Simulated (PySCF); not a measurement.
## How good is the calculation?

Cartesian coordinates in Å; atom numbers follow the order of the lines, from 1:
```xyz
13

C     2.0946   -0.0922   -0.6493
O     0.9906    0.7735   -0.5475
C    -0.1308    0.2353   -0.0294
C    -1.2905    1.0435    0.1197
C    -2.3298    0.3483    0.6534
S    -1.9134   -1.2726    0.9781
C    -0.3191   -1.0526    0.3967
H     1.8725   -0.9386   -1.3092
H     2.3889   -0.4733    0.3351
H     2.9109    0.4908   -1.0714
H    -1.3247    2.0861   -0.1645
H    -3.3217    0.7097    0.8760
H     0.3792   -1.8729    0.3985
```

Published estimates (parent shift plus substituent increments) and measurements: δ $^{1}$H H12 7.14; H11 6.73; H13 6.21 ppm (estimated from measurements, as parent shift plus tabulated substituent increment; solution, not stated per compound (mostly CDCl3 or CCl4); Pretsch, Buehlmann, Badertscher, Structure Determination of Organic Compounds, 4th ed. (2009)).

PySCF 2.14.0 with density-fitted response routines calculation with coordinates at the PBE0-D3(BJ)/def2-TZVP level and GIAO B97-2/pcSseg-2 shieldings; no solvent, one conformer, non-relativistic Hamiltonian, averaged over atoms made equivalent by symmetry, fast rotation or ring inversion.

(1) Set the calculated values beside the experiment.

(2) How far are the unscaled $^{1}$H shifts from the references?

Results:

(1) 
Reference values: estimated from measurements, as parent shift plus tabulated substituent increment (solution, not stated per compound (mostly CDCl3 or CCl4); Pretsch, Buehlmann, Badertscher, Structure Determination of Organic Compounds, 4th ed. (2009)).
```
atoms   quantity  reference  computed  computed, scaled
  H12  δ $^{1}$H       7.14      7.26              6.95
  H11  δ $^{1}$H       6.73      6.96              6.67
  H13  δ $^{1}$H       6.21      6.12              5.89
```

Computed shifts are σ(ref) − σ with the named reference compound (TMS for H and C) calculated as an isolated molecule at the same level. The measured values may be among those fitted. Scaled to experiment by linear calibration (H and C: mostly CDCl3 data, vs TMS): $^{1}$H: δ = 29.81 − 0.938σ (rms 0.14 ppm, 293 shifts, 0.16 ppm with the 4 outliers that the fit left out). A few per cent of atoms miss by over 2 rms, more outside the fitted compound classes.

(2) Mean signed difference +0.09 ppm, mean absolute 0.15 ppm over 3 comparisons; the largest is +0.23 ppm at H11 (hydrogen on an aromatic CH).
